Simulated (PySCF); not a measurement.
PySCF input file for C3H10OSi2, SMILES C[SiH2][SiH2]C(C)=O, ωB97X-D3(BJ)/def2-SVP. Geometry optimised at ωB97X-D3(BJ)/def2-SVP. The structure was generated by enumeration, and PubChem lists no compound with its InChIKey, so it may never have been made. The values are those of a single conformer.

```python
import numpy as np
from pyscf import gto, scf, dft, df
from pyscf.hessian import thermo

mol = gto.M(
    atom='''
    C     0.33801013    3.25484329   -0.00000000
    Si   -0.57360598    1.60170521    0.00000000
    Si    0.91445264   -0.19278213    0.00000000
    C    -0.23098895   -1.76071174   -0.00000000
    C     0.35961941   -3.15325769    0.00000000
    O    -1.43200922   -1.57449609    0.00000000
    H     0.97766753    3.35152383    0.89159086
    H     0.97766754    3.35152383   -0.89159087
    H    -0.37473745    4.09466411    0.00000000
    H    -1.43319781    1.48689710    1.21450706
    H    -1.43319781    1.48689710   -1.21450707
    H     1.80486414   -0.23536602   -1.20259760
    H     1.80486414   -0.23536602    1.20259759
    H     1.00213131   -3.28527630   -0.88640888
    H    -0.44381596   -3.90441891   -0.00000000
    H     1.00213130   -3.28527629    0.88640888
    ''',
    basis='def2-SVP',
    charge=0,
    spin=0,
    max_memory=1600,
    verbose=3,
)
mf = dft.RKS(mol, xc='wb97x-d3bj').density_fit(auxbasis='def2-universal-jkfit')
mf.grids.level = 3
mf.conv_tol = 1e-11
mf.max_cycle = 100
mf.kernel()

# analytic Hessian; the response equations are solved on a coarser grid
h, args, fine = mf.Hessian(), (mf.mo_energy, mf.mo_coeff, mf.mo_occ), mf.grids
h.max_memory = max(150, 2.5e-5 * df.make_auxmol(mol, mf.with_df.auxbasis).nao * mol.nelec[0] * (mol.nelec[0] + mol.nao))  # MB; small integral blocks
h1ao = h.make_h1(mf.mo_coeff, mf.mo_occ)
mf.grids = dft.Grids(mol).set(level=1).build(with_non0tab=True)
mo1, mo_e1 = h.solve_mo1(*args, h1ao)
mf.grids = fine
hess = h.hess_elec(*args, mo1, mo_e1, h1ao) + h.hess_nuc()
if mf.do_disp():
    hess += h.get_dispersion()
for i in range(mol.natm):  # the analytic DFT Hessian lacks the response of the grid: restore translational invariance
    hess[i, i] -= hess[i].sum(axis=0)
hess = (hess + hess.transpose(1, 0, 3, 2)) / 2
vib = thermo.harmonic_analysis(mol, hess, imaginary_freq=False)
thermo.dump_normal_mode(mol, vib)
th = thermo.thermo(mf, vib['freq_au'][vib['freq_au'] > 0], 298.15, 101325)
thermo.dump_thermo(mol, th)
g0 = mf.nuc_grad_method().set(verbose=0).kernel()

# dipole derivatives [dipole axis, atom, xyz] from the same response
r, irp = mol.intor('int1e_r'), mol.intor('int1e_irp').reshape(3, 3, mol.nao, mol.nao)
sl, dm0, ok = mol.aoslice_by_atom(), np.array(mf.make_rdm1()), []
dmu = np.einsum('a,xt->xat', mol.atom_charges(), np.eye(3))
for a, (_, _, p0, p1) in enumerate(sl):
    dmu[:, a] += 2 * np.einsum('xtij,ij->xt', irp[:, :, :, p0:p1], dm0.reshape(-1, mol.nao, mol.nao).sum(0)[:, p0:p1])
    for u, c, occ, f in [(mo1, mf.mo_coeff, mf.mo_occ, 4)]:
        dmu[:, a] -= f * np.einsum('tui,xuv,vi->xt', u[a], r, c[:, occ > 0], optimize=True)
L = vib['norm_mode']
ir = 974.8801 * (np.einsum('xat,kat->kx', dmu, L) ** 2).sum(1)       # km/mol
apt = np.einsum('xax->a', dmu) / 3
print('mode   freq/cm-1   IR/(km/mol)')
for k, w in enumerate(vib['freq_wavenumber']):
    print(f'{k + 1:4d} {w:11.2f} {ir[k]:13.3f}')
print('max |gradient| / (hartree/bohr):', abs(g0).max())
print('APT charges:', apt.round(4))
```

Program output:

```
converged SCF energy = -774.350572261896

WARN: DFTD3 does not support analytical Hessian, using finite difference


WARN: Mole.unit (angstrom) is changed to Bohr

Mode                                 0                   1                   2
Irrep
Freq [cm^-1]                       26.9193             69.0505             77.0661
Reduced mass [au]                   3.1187              2.5879              4.4895
Force const [Dyne/A]                0.0013              0.0073              0.0157
Char temp [K]                      38.7308             99.3483            110.8809
Normal mode                   x     y     z       x     y     z       x     y     z
       0   C                 0.00 -0.00  0.08   -0.00 -0.00  0.13   -0.12  0.01 -0.00
       1  Si                -0.00  0.00  0.02    0.00 -0.00 -0.09    0.01 -0.06  0.00
       2  Si                -0.00  0.00 -0.09    0.00 -0.00 -0.03    0.08 -0.01  0.00
       3   C                -0.00 -0.00 -0.00    0.00  0.00  0.03    0.01  0.04 -0.00
       4   C                 0.00  0.00  0.16   -0.00 -0.00 -0.01   -0.09 -0.00  0.00
       5   O                -0.00 -0.00 -0.09    0.00  0.00  0.10    0.02  0.12 -0.00
       6   H                 0.02 -0.04  0.07   -0.12 -0.07  0.23   -0.13  0.06  0.00
       7   H                -0.02  0.04  0.07    0.12  0.07  0.23   -0.13  0.06 -0.00
       8   H                 0.00  0.00  0.14   -0.00 -0.00  0.10   -0.19 -0.06 -0.00
       9   H                 0.03 -0.06  0.03   -0.14 -0.07 -0.20    0.03 -0.12  0.00
      10   H                -0.03  0.06  0.03    0.14  0.07 -0.20    0.03 -0.12 -0.00
      11   H                -0.11 -0.01 -0.17    0.01 -0.04 -0.02    0.07 -0.03 -0.00
      12   H                 0.11  0.01 -0.17   -0.01  0.04 -0.02    0.07 -0.03  0.00
      13   H                 0.09 -0.07  0.23   -0.12 -0.02 -0.09   -0.10 -0.05 -0.00
      14   H                 0.00 -0.00  0.14   -0.00  0.00  0.11   -0.15  0.06  0.00
      15   H                -0.09  0.07  0.23    0.12  0.02 -0.09   -0.10 -0.05  0.00
Mode                                 3                   4                   5
Irrep
Freq [cm^-1]                      114.3819            162.2457            165.7178
Reduced mass [au]                   1.1179              3.7596              1.0539
Force const [Dyne/A]                0.0086              0.0583              0.0171
Char temp [K]                     164.5700            233.4354            238.4310
Normal mode                   x     y     z       x     y     z       x     y     z
       0   C                 0.00 -0.00 -0.01    0.08 -0.14  0.00    0.00 -0.00 -0.02
       1  Si                -0.00  0.00  0.02   -0.08 -0.04 -0.00   -0.00 -0.00  0.03
       2  Si                -0.00  0.00  0.01    0.00  0.05  0.00   -0.00  0.00 -0.01
       3   C                 0.00 -0.00  0.00    0.04  0.04  0.00    0.00  0.00 -0.00
       4   C                 0.00 -0.00  0.03   -0.01  0.02 -0.00   -0.00  0.00  0.00
       5   O                 0.00 -0.00 -0.07    0.04  0.08  0.00    0.00  0.00 -0.01
       6   H                 0.03  0.00 -0.03    0.10 -0.24 -0.00   -0.41  0.25  0.25
       7   H                -0.03 -0.00 -0.03    0.10 -0.24  0.00    0.41 -0.25  0.25
       8   H                 0.00  0.00  0.00    0.22 -0.03  0.00    0.00 -0.00 -0.58
       9   H                 0.02  0.01  0.03   -0.08 -0.01  0.00   -0.02  0.04  0.02
      10   H                -0.02 -0.01  0.03   -0.08 -0.01 -0.00    0.02 -0.04  0.02
      11   H                 0.01  0.00  0.02    0.01  0.10 -0.00   -0.09  0.04 -0.08
      12   H                -0.01 -0.00  0.02    0.01  0.10  0.00    0.09 -0.04 -0.08
      13   H                -0.45 -0.15 -0.27   -0.01  0.00  0.00   -0.01 -0.00 -0.01
      14   H                 0.00 -0.00  0.53   -0.03  0.05 -0.00   -0.00  0.00  0.01
      15   H                 0.45  0.15 -0.27   -0.01  0.00 -0.00    0.01  0.00 -0.01
Mode                                 6                   7                   8
Irrep
Freq [cm^-1]                      258.7134            304.8678            385.8609
Reduced mass [au]                   3.3820              1.2913              1.3401
Force const [Dyne/A]                0.1334              0.0707              0.1176
Char temp [K]                     372.2310            438.6369            555.1679
Normal mode                   x     y     z       x     y     z       x     y     z
       0   C                -0.00 -0.05  0.00   -0.00 -0.00 -0.01   -0.00  0.00  0.01
       1  Si                 0.03 -0.06  0.00    0.00 -0.00 -0.00    0.00 -0.00 -0.04
       2  Si                 0.01 -0.02 -0.00   -0.00 -0.00  0.04   -0.00 -0.00 -0.00
       3   C                -0.08  0.07 -0.00   -0.00  0.00  0.11    0.00 -0.00  0.13
       4   C                 0.08  0.15  0.00    0.00  0.00 -0.03    0.00  0.00 -0.02
       5   O                -0.09  0.00  0.00   -0.00 -0.00 -0.05    0.00  0.00 -0.05
[...]
Mode                                33                  34                  35
Irrep
Freq [cm^-1]                     2224.9864           2247.4184           2252.2663
Reduced mass [au]                   1.0500              1.0299              1.0519
Force const [Dyne/A]                3.0627              3.0648              3.1439
Char temp [K]                    3201.2600           3233.5347           3240.5097
Normal mode                   x     y     z       x     y     z       x     y     z
       0   C                 0.00 -0.00  0.00   -0.00  0.00 -0.00   -0.00  0.00 -0.00
       1  Si                 0.00  0.00  0.01   -0.03 -0.00  0.00   -0.00 -0.00 -0.04
       2  Si                 0.00 -0.00 -0.04    0.00 -0.00  0.00    0.00 -0.00 -0.01
       3   C                 0.00 -0.00 -0.00   -0.00  0.00  0.00    0.00  0.00 -0.00
       4   C                 0.00  0.00  0.00    0.00  0.00 -0.00    0.00 -0.00 -0.00
       5   O                 0.00  0.00  0.00    0.00 -0.00  0.00   -0.00  0.00  0.00
       6   H                 0.00  0.00  0.00   -0.00 -0.01  0.00   -0.00 -0.00 -0.00
       7   H                -0.00 -0.00  0.00   -0.00 -0.01 -0.00    0.00  0.00 -0.00
       8   H                -0.00 -0.00  0.00   -0.00  0.00  0.00   -0.00  0.00 -0.00
       9   H                 0.06  0.01 -0.08    0.39  0.06 -0.57   -0.40 -0.05  0.55
      10   H                -0.06 -0.01 -0.08    0.39  0.06  0.57    0.40  0.05  0.55
      11   H                -0.41  0.02  0.54   -0.04  0.01  0.05   -0.06  0.00  0.09
      12   H                 0.41 -0.02  0.54   -0.04  0.01 -0.05    0.06 -0.00  0.09
      13   H                 0.00  0.00 -0.00    0.00 -0.00 -0.00    0.00  0.00 -0.00
      14   H                -0.00  0.00  0.00   -0.00  0.00  0.00    0.00  0.00  0.00
      15   H                -0.00 -0.00 -0.00    0.00 -0.00  0.00   -0.00 -0.00 -0.00
Mode                                36                  37                  38
Irrep
Freq [cm^-1]                     3060.2018           3068.6321           3154.2804
Reduced mass [au]                   1.0361              1.0362              1.1023
Force const [Dyne/A]                5.7166              5.7490              6.4616
Char temp [K]                    4402.9490           4415.0784           4538.3072
Normal mode                   x     y     z       x     y     z       x     y     z
       0   C                -0.00 -0.00 -0.00    0.02  0.04 -0.00   -0.00 -0.00 -0.00
       1  Si                -0.00 -0.00  0.00   -0.00 -0.00 -0.00   -0.00  0.00 -0.00
       2  Si                 0.00 -0.00  0.00    0.00 -0.00 -0.00   -0.00  0.00  0.00
       3   C                -0.00  0.00 -0.00    0.00  0.00  0.00   -0.00 -0.00  0.00
       4   C                 0.03 -0.04 -0.00    0.00 -0.00  0.00    0.00 -0.00  0.09
       5   O                -0.00  0.00  0.00   -0.00  0.00 -0.00    0.00 -0.00  0.00
       6   H                 0.00  0.00  0.00   -0.33 -0.04 -0.46    0.00  0.00  0.00
       7   H                 0.00  0.00 -0.00   -0.33 -0.04  0.46   -0.00 -0.00  0.00
       8   H                -0.00  0.00  0.00    0.37 -0.42 -0.00   -0.00  0.00  0.00
       9   H                 0.00 -0.00 -0.00    0.00  0.00  0.00    0.00 -0.00 -0.00
      10   H                 0.00 -0.00  0.00    0.00  0.00 -0.00   -0.00  0.00 -0.00
      11   H                -0.00  0.00  0.00   -0.00  0.00  0.00    0.00 -0.00 -0.00
      12   H                -0.00  0.00 -0.00   -0.00  0.00 -0.00   -0.00  0.00 -0.00
      13   H                -0.34  0.07  0.48   -0.00  0.00  0.00    0.40 -0.08 -0.53
      14   H                 0.37  0.34 -0.00    0.00  0.00 -0.00    0.00  0.00  0.01
      15   H                -0.34  0.07 -0.48   -0.00  0.00 -0.00   -0.40  0.08 -0.53
Mode                                39                  40                  41
Irrep
Freq [cm^-1]                     3171.4181           3172.3380           3188.0376
Reduced mass [au]                   1.1034              1.1035              1.1082
Force const [Dyne/A]                6.5388              6.5432              6.6362
Char temp [K]                    4562.9646           4564.2880           4586.8763
Normal mode                   x     y     z       x     y     z       x     y     z
       0   C                 0.00 -0.00 -0.09   -0.08  0.04 -0.00    0.00 -0.00 -0.00
       1  Si                 0.00 -0.00 -0.00   -0.00  0.00 -0.00   -0.00  0.00 -0.00
       2  Si                 0.00  0.00 -0.00   -0.00 -0.00 -0.00    0.00  0.00 -0.00
       3   C                -0.00  0.00  0.00   -0.00 -0.00  0.00   -0.00 -0.00  0.00
       4   C                 0.00  0.00 -0.00   -0.00 -0.00 -0.00   -0.08 -0.04 -0.00
       5   O                 0.00 -0.00 -0.00    0.00 -0.00  0.00    0.00  0.00 -0.00
       6   H                 0.39  0.06  0.54    0.21  0.04  0.31   -0.00 -0.00 -0.00
       7   H                -0.40 -0.06  0.54    0.21  0.04 -0.31   -0.00 -0.00  0.00
       8   H                -0.00  0.00 -0.01    0.50 -0.60 -0.00   -0.00  0.00 -0.00
       9   H                -0.00 -0.00  0.00    0.00  0.00 -0.00    0.00 -0.00 -0.00
      10   H                 0.00  0.00  0.00    0.00  0.00  0.00    0.00 -0.00  0.00
      11   H                -0.00  0.00  0.00    0.00 -0.00 -0.00    0.00 -0.00 -0.00
      12   H                 0.00 -0.00  0.00    0.00 -0.00  0.00    0.00 -0.00  0.00
      13   H                -0.00  0.00  0.00    0.00 -0.00 -0.00    0.19 -0.04 -0.28
      14   H                -0.00 -0.00 -0.00    0.00  0.00 -0.00    0.59  0.55  0.00
      15   H                 0.00 -0.00  0.00    0.00 -0.00  0.00    0.19 -0.04  0.28
temperature 298.1500 [K]
pressure 101325.00 [Pa]
Rotational constants [GHz] 5.43438 1.03780 0.89954
Symmetry number 1
Zero-point energy (ZPE) 0.11829 [Eh]   310570.927 [J/mol]
                           tot       elec      trans        rot        vib
Entropy [J/mol/K]       419.747      0.000    168.274    119.411    132.061
Cv [J/mol/K]            147.319      0.000     12.472     12.472    122.376
Cp [J/mol/K]            155.634      0.000     20.786     12.472    122.376
Internal energy [J/mol]                      3718.434   3718.434 330086.927
Internal energy [Eh]   -774.22202  -774.35057
Enthalpy [J/mol]                             6197.391   3718.434 330086.927
Enthalpy [Eh]          -774.22107
Gibbs free energy [J/mol]                  -43973.529 -31883.936 290712.796
Gibbs free energy [Eh] -774.26874
mode   freq/cm-1   IR/(km/mol)
   1       26.92         2.082
   2       69.05         0.231
   3       77.07         2.177
   4      114.38         0.142
   5      162.25         3.486
   6      165.72         0.315
   7      258.71         2.907
   8      304.87        14.752
   9      385.86         3.866
  10      427.77        21.515
  11      464.40         0.784
  12      515.37         0.001
  13      614.62        55.085
  14      634.16         2.404
  15      677.10        85.728
  16      706.58         5.531
  17      707.18        99.268
  18      779.43       131.777
  19      891.22       164.244
  20      894.55        32.058
  21      942.19        55.566
  22      945.80        30.143
  23      965.05        26.151
  24      996.36         0.578
  25     1177.89        36.673
  26     1285.65        16.220
  27     1373.62        35.483
  28     1437.80        13.607
  29     1446.43         2.324
  30     1448.60        10.106
  31     1449.50        13.121
  32     1813.92       111.680
  33     2223.82        97.911
  34     2224.99        71.474
  35     2247.42        63.321
  36     2252.27       139.354
  37     3060.20         2.333
  38     3068.63         4.926
  39     3154.28         3.184
  40     3171.42         3.512
  41     3172.34         2.471
  42     3188.04         6.046
max |gradient| / (hartree/bohr): 2.7480965660441233e-05
APT charges: [-0.358   0.8987  0.6959  0.494  -0.1778 -0.6306  0.0246  0.0246  0.0073
 -0.2637 -0.2637 -0.2606 -0.2606  0.0339  0.0021  0.0339]
```

The calculation finished and met its thresholds.
